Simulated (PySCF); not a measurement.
**K (potassium, neutral): UHF calculation**

Configuration: [Ar] 4s1, 2S determinant. All numbers are calculated (PySCF 2.14, scalar relativity by spin-free X2C-1e, in x2c-TZVPall (6s4p3d, 33 functions)).

* Total energy: -601.449406 hartree
* One-electron energy: -826.9068 hartree
* Hartree (Coulomb) energy: 258.3342 hartree
* Exchange energy: -32.8768 hartree
* ⟨S²⟩: 0.7502
* ⟨L²⟩: 0.000
* Sum of ⟨r⟩: 19.40 bohr
* Sum of ⟨r²⟩: 50.88 bohr²
* Langevin diamagnetic susceptibility: -40.3 ×10⁻⁶ cm³/mol
* Time after the integrals: 0.05 s of wall time on 1 thread of Neoverse-V2 (shared host)

| shell | electrons | mean orbital energy (hartree) | rms radius, mean of both spins (bohr) |
| --- | --- | --- | --- |
| 1s α | 1 | -134.13370 | 0.0937 |
| 1s β | 1 | -134.13281 | 0.0937 |
| 2s α | 1 | -14.60097 | 0.418 |
| 2s β | 1 | -14.59919 | 0.418 |
| 2p α | 3 | -11.52313 | 0.388 |
| 2p β | 3 | -11.52278 | 0.388 |
| 3s α | 1 | -1.76321 | 1.37 |
| 3s β | 1 | -1.75823 | 1.37 |
| 3p α | 3 | -0.95388 | 1.56 |
| 3p β | 3 | -0.95213 | 1.56 |
| 4s α | 1 | -0.14819 | 5.59 |

Densities and radii are taken from the X2C orbitals without a picture-change correction, which distorts them close to the nucleus.
